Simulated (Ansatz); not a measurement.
Abridged output of a molecular run in Ansatz:

```
Functional definition: HF
1594 factors; integrals over basis functions are off by at most 9.1e-4 eV
mean field evaluation 1: about -88867.3507 eV, gradient 3.6e1 eV
mean field evaluation 2: about -88867.7223 eV, gradient 3.7e1 eV
mean field evaluation 4: about -88871.1713 eV, gradient 4.5e0 eV
mean field evaluation 8: about -88871.2705 eV, gradient 3.1e-1 eV
mean field evaluation 16: about -88871.2711 eV, gradient 1.3e-6 eV
mean field -88871.27107466 eV, -3265.9589728826 hartree, gradient 1.3e-6 eV, S^2 0.000000; 0 other end points of the search recorded, 0 dependent functions left out
21 core orbitals not correlated: weight in the atoms' cores, before any rotation towards them, 1.000 or more for the frozen orbitals, at most 0.000 for the correlated occupied ones
reference -88871.27107466 eV, -3265.9589728826 hartree; 20, 20 occupied and 223, 223 virtual orbitals, 1594 factors
second order -25.01777110 eV of doubles, -0.00000000 eV of singles
cycle   1  -25.27625749 eV  change   -2.6e-1 eV  update   1.3e-1
cycle   2  -25.99533165 eV  change   -7.2e-1 eV  update   4.1e-2
cycle   3  -26.17205622 eV  change   -1.8e-1 eV  update   2.3e-2
cycle   4  -26.15051530 eV  change    2.2e-2 eV  update   6.5e-3
cycle   5  -26.14763783 eV  change    2.9e-3 eV  update   3.7e-3
cycle   6  -26.14964112 eV  change   -2.0e-3 eV  update   1.2e-3
cycle   7  -26.14891195 eV  change    7.3e-4 eV  update   5.7e-4
cycle   8  -26.14882467 eV  change    8.7e-5 eV  update   1.8e-4
cycle   9  -26.14895154 eV  change   -1.3e-4 eV  update   8.1e-5
cycle  10  -26.14894430 eV  change    7.2e-6 eV  update   2.8e-5
perturbative correction -1.08441164 eV, -0.0398513929 hartree
Total energy: -88898.50443060 eV, -3266.9597802539 hartree
```

Its atoms:

```xyz
10

Si    0.823   -0.889   -1.480
Si   -0.582   -0.309    0.288
O     0.194    0.040    1.750
C    -0.385    1.228    1.235
Br   -1.839    1.941    2.294
H     1.306   -2.284   -1.308
H     0.063   -0.787   -2.754
H     1.972    0.051   -1.495
H    -1.874   -1.021    0.422
H     0.321    2.030    1.047
```

(1) Which basis set was used?
A. def2-TZVPP
B. def2-SVPD
C. def2-TZVPPD
D. cc-pV(D+d)Z

(2) Write the keys of the input that set method, charge and spin (a neutral closed shell needs none for the last two).

Answers

(1) A. It gives 264 functions.

(2) 
```yaml
correlation: {method: ccsd_t}
```
